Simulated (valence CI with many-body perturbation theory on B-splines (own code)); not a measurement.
**Ho⁵⁹⁺: key properties**

Computed by valence CI with perturbative core correlation (CI+MBPT): six valence electrons over a frozen Dirac-Fock core [He], a basis of 9 s, 9 p, 8 d, 6 f, 3 g, 1 h functions for each j, with the one-electron correlation potential Σ1, the two-electron term Σ2, the three-electron term Σ3, Breit, model QED; selected CI, second order for the rest, scaled by the run's own slope (own B-spline code, finite nucleus).

The last digits are not significant, and no measured levels were compared; by estimate large intervals hold to a few tenths of a per cent, small ones and those within an open d or f shell to about a per cent. Among the levels kept, up to 2100 cm⁻¹ of a level comes from second order outside the variational space, and about a tenth of that is noise between levels of different J, which matters for small intervals.

Levels are named by their leading jj configuration (3d3/2^4 stands for four electrons in 3d with j = 3/2), which in mixed levels can hold well under half, so a name can repeat and another be missing.

Rates and lifetimes use the calculated energies. Strong lines usually hold to 10 to 20 %, long lifetimes can be off by a factor of two.

What is the ground level?

(2s^2 2p1/2^2 2p3/2^2) J=2, composition 68 % 2s²2p⁴ ³P + 32 % 2s²2p⁴ ¹D, g = 1.315.

Name the longest-lived excited levels whose lifetime is computed, and their main decay.

(2s^2 2p1/2^2 2p3/2^2) J=0 at 3.86 Ry lives 16.2 ms, mostly by E2 to (2s^2 2p1/2^2 2p3/2^2) J=2; (2s^2 2p1/2 2p3/2^3) J=2 at 66.51 Ry lives 302 ps, mostly by M1 to (2s^2 2p1/2^2 2p3/2^2) J=2; (2s^2 2p1/2 2p3/2^3) J=1 at 65.16 Ry lives 136 ps, mostly by M1 to (2s^2 2p1/2^2 2p3/2^2) J=2.

Among levels below 617.03 Ry, which E1 lines absorb most strongly from the ground level?

to (2s^2 2p1/2^2 2p3/2 3d5/2) J=3 at 0.1632 nm, f = 0.835; to (2s^2 2p1/2^2 2p3/2 3d5/2) J=2 at 0.1635 nm, f = 0.270; to (2s 2p1/2^2 2p3/2^2 3p1/2) J=3 at 0.1490 nm, f = 0.189.

What is the ionisation energy?

13116 eV; NIST lists 13116 ± 7 eV (theoretical).

How well does LS coupling describe the low levels?

Among the lowest 20 levels the leading LS term, summed over configurations, holds 59 % on average. For single configurations the figures are 59 % in LS and 100 % in jj coupling. Terms mix most in the J = 2 level at 525.39 Ry, where the leading one holds 25 %.

What are the static dipole polarisabilities of the lowest levels?

(2s^2 2p1/2^2 2p3/2^2) J=2 0.000103 (tensor 2.9e-06); (2s^2 2p1/2^2 2p3/2^2) J=0 9.89e-05 bohr³, of which the core gives 3.49e-07.

Where does the other parity begin?

At (2s 2p1/2^2 2p3/2^3) J=2, 90.95 Ry.
